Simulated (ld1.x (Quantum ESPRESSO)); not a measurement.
antimony (Sb): one change to a PAW potential, before and after

- Element: antimony
- Generator: ld1.x (Quantum ESPRESSO) 7.5
- Type: PAW
- Functional: BLYP
- Relativity: scalar-relativistic
- Frozen core: [Kr]
- Valence charge: 15
- Reference configuration: 4d10 5s2 5p3
- Partial waves: 5s (bound): rcut 1.65, rcutus 2.10 bohr; 5s channel at 0.4 Ry: rcut 1.65, rcutus 2.10 bohr; 5p (bound): rcut 1.85, rcutus 2.50 bohr; 5p channel at 0.05 Ry: rcut 1.85, rcutus 2.50 bohr; 4d (bound): rcut 1.55, rcutus 1.85 bohr; 4d channel at -1 Ry: rcut 1.55, rcutus 1.85 bohr
- Local potential: all-electron potential smoothed inside 1.60 bohr (lloc = -1)
- Core correction: Bessel-smoothed model core, default radius (core density twice the valence density)
- Augmentation charge: GAUSS, radius 1.25 bohr

Change: augmentation PSQ, inside the norm-conserving radii.

Cutoffs: the cutoffs (Ry, on a coarse ladder) from which the occupation-weighted sum of valence levels, in a spherical-Bessel basis at the reference potential, stays within 10 and 1 mRy of its value at 400 Ry; they do not see the model core or the augmentation charge, which bear on the density cutoff. Errors are all-electron minus pseudo energies relative to the spin-unpolarised reference configuration.

Question: How do hardness, ghosts and transferability respond?

Answer: The potential gets neither clearly harder nor softer (35 Ry and 55 Ry → 35 Ry and 55 Ry); both files keep a bound ghost (s); of the 7 tests that both files solve, the error grows in 2 and shrinks in 1 by more than 15 % and 0.3 meV (median size 6.9 → 7.1 meV).

```csv
quantity,base,changed
"cutoff, loose",35 Ry,35 Ry
"cutoff, tight",55 Ry,55 Ry
bound ghosts,s,s
"error for 4d10 5s2 5p2, meV [ΔE 8.20 eV]",-2.1,-2.2
"error for 4d10 5s2 5p1, meV [ΔE 24.11 eV]",-6.9,-7.1
"error for 4d10 5s2 5p0, meV [ΔE 48.58 eV]",-18,-17
"error for 4d9 5s2 5p4, meV [ΔE 31.04 eV]",-23,-142
"error for 4d10 5s2 5p2.5, meV [ΔE 3.20 eV]",-0.9,-0.9
"error for 4d10 5s1 5p4, meV [ΔE 8.16 eV]",-1.3,-0.8
"error for 4d9 5s2 5p3, meV [ΔE 40.50 eV]",-89,-159
s: phases at 2.72 bohr within 0.05 rad from the reference energy up to (Ry; the scan ends near 5),to the end of the scan,to the end of the scan
p: phases at 2.72 bohr within 0.05 rad from the reference energy up to (Ry; the scan ends near 5),2.9,2.9
d: phases at 2.72 bohr within 0.05 rad from the reference energy up to (Ry; the scan ends near 5),0.9,0.9
lowest overlap eigenvalue by channel,"s 0.31, p 0.47, d 0.11","s 0.31, p 0.47, d 0.11"
```

 A true bound ghost makes a file unfit for plane-wave use even where its test errors are small: the radial tests pick states by their node count and pass the ghost by.
